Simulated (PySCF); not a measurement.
HTe, SMILES [TeH], multiplicity 2. The structure is a stationary point at PBE0-D3(BJ)/def2-TZVPD. The def2 effective core potentials stand for the cores of Te; spin–orbit coupling is left out.

Computed equilibrium geometry at PBE0-D3(BJ)/def2-TZVPD (PySCF confirms it by a frequency run) as Cartesian coordinates in Å, and its point group:
point group C∞v.
```xyz
2

Te     0.0000     0.0000    -0.0313
H      0.0000     0.0000     1.6275
```
Charge 0, spin multiplicity 2.
